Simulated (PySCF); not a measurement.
# Charge-transfer reorganisation: SMILES C=CC1=C(C)[PH2+]CC1, [C7H12P]+, charge +1

Cartesian coordinates in Å; atom numbers follow the order of the lines, from 1:
```xyz
20

C     2.7276   -0.0867   -0.9697
C     1.6258    0.6154   -0.6690
C     0.3590    0.0201   -0.2776
C    -0.7298    0.7636    0.0797
C    -0.8955    2.2487    0.1729
P    -2.0377   -0.3483    0.5131
C    -1.2333   -1.9038    0.0413
C     0.2291   -1.4868   -0.2251
H     2.7649   -1.1722   -0.9479
H     3.6466    0.4188   -1.2486
H     1.6723    1.6996   -0.7057
H    -1.8036    2.5844   -0.3406
H    -0.0537    2.7744   -0.2812
H    -0.9659    2.5773    1.2171
H    -2.4163   -0.3097    1.8673
H    -3.2473   -0.1240   -0.1657
H    -1.7202   -2.2869   -0.8604
H    -1.3334   -2.6598    0.8238
H     0.8831   -1.8738    0.5649
H     0.5755   -1.9290   -1.1644
```

Total charge +1.

Computed with UKS PBE0/6-31G* four-point reorganisation energy, gas phase (PySCF). Geometry: PBE0/6-31G*.

The conformer changes in this relaxation, which adds to the reorganisation energy.

Question: What is the inner reorganisation energy for electron transfer, with the electron affinity?

Answer: λ = 0.498 (surface of the reduced species) + 0.527 (surface of the starting species) = 1.025 eV. The electron affinity is 3.86 eV vertical and 4.36 eV adiabatic without zero-point energy; at the relaxed geometry of the reduced species the two energies differ by 4.89 eV. Largest bond changes: C3–C4 1.366 → 1.420 Å, P6–H15 1.407 → 1.457 Å, C4–P6 1.770 → 1.724 Å, C2–C3 1.453 → 1.412 Å, C1–C2 1.341 → 1.370 Å. ⟨S²⟩ of the relaxed reduced species 0.781.
